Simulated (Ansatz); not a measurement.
`[GeH3][O][GeH3]` and `[SiH3][O][GeH3]` differ in one atom or group.

Ansatz, PBE0-D4/def2-TZVP geometries, multiplicity 1. 

Scalar relativity is left out up to krypton.

```
                                      property  `[GeH3][O][GeH3]`
           HOMO energy (B3LYP/def2-TZVPP) / eV              -7.97
            HOMO energy (PBE0/def2-TZVPP) / eV              -8.20
size of the dipole moment (PBE/def2-TZVPP) / D               0.76
           LUMO energy (B3LYP/def2-TZVPP) / eV              -0.48
          HOMO–LUMO gap (PBE0/def2-TZVPP) / eV               7.97
         LUMO energy (ωB97M-V/def2-TZVPP) / eV               1.57
```

Question: Give the same properties after the change, and the shifts. (An estimate is asked.)

Answer: The calculation gave: 
| property | `[SiH3][O][GeH3]` | shift |
| --- | --- | --- |
| HOMO energy (B3LYP/def2-TZVPP) / eV | -8.25 | -0.28 |
| HOMO energy (PBE0/def2-TZVPP) / eV | -8.46 | -0.26 |
| size of the dipole moment (PBE/def2-TZVPP) / D | 1.21 | 0.45 |
| LUMO energy (B3LYP/def2-TZVPP) / eV | -0.48 | 0.00 |
| HOMO–LUMO gap (PBE0/def2-TZVPP) / eV | 8.21 | 0.24 |
| LUMO energy (ωB97M-V/def2-TZVPP) / eV | 1.50 | -0.07 |

Dipoles are sizes alone; their direction can turn.

B3LYP here is the variant with VWN-RPA as its local correlation; programs differ in this.
